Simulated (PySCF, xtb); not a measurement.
Sn(Cl)2(OH)(NH2) (Cl₂H₃NOSn), SMILES [NH2][Sn]([OH])([Cl])[Cl]. Other conformers were not sampled.

Harmonic wavenumbers (cm⁻¹) from GFN2-xTB in xtb at its own minimum, in rising order: 57, 91, 94, 110, 131, 135, 169, 284, 336, 432, 497, 762, 775, 805, 1443, 3350, 3380, 3637.

Q: What does B3LYP-D3(BJ)/def2-SVP run with PySCF give at its own minimum? (The exact figures need the calculation; the answer reports its results.)

A: 47, 110, 131, 137, 153, 159, 192, 362, 380, 543, 631, 666, 850, 897, 1528, 3492, 3593, 3818. Paired by order, the mean absolute difference is 78 cm⁻¹ and the zero-point energies are 23.6 and 25.3 kcal/mol.
